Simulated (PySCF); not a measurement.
C₄H₅FSi, SMILES C#C/C=C\[SiH2]F.

The structure is a stationary point at ωB97X-D3(BJ)/def2-SVP. The structure was generated by enumeration; whether it is a known compound was not checked. The values are those of a single conformer.

Two levels are set side by side: PBE/def2-TZVP (PySCF) and B3LYP/def2-TZVP (PySCF). Same geometry, gas phase. Differences are taken from unrounded values.

```json
[
 {"quantity": "orbital gap (eV)", "B3LYP": "5.50"},
 {"quantity": "highest occupied level (eV)", "B3LYP": "-7.32"},
 {"quantity": "lowest empty level (eV)", "B3LYP": "-1.82"},
 {"quantity": "dipole moment (D)", "B3LYP": "1.83"},
 {"quantity": "mean polarisability (bohr³)", "B3LYP": "70.5"}
]
```

Question: What does PBE give, and how far is it from B3LYP? (An estimate is asked for; the answer gives what the named calculation found.)

Answer: 
| quantity | PBE | PBE minus B3LYP |
|---|---|---|
| orbital gap (eV) | 3.97 | -1.53 |
| highest occupied level (eV) | -6.50 | 0.82 |
| lowest empty level (eV) | -2.54 | -0.71 |
| dipole moment (D) | 1.78 | -0.05 |
| mean polarisability (bohr³) | 72.3 | 1.8 |

PBE's occupied levels lie high since its potential decays too fast outside the molecule; exact exchange lowers them and widens the gap. Differences between two approximate levels are no errors against the true value.

Rough cost on one machine, each run with all the roots and properties that it gave: B3LYP against PBE within a factor of 2.
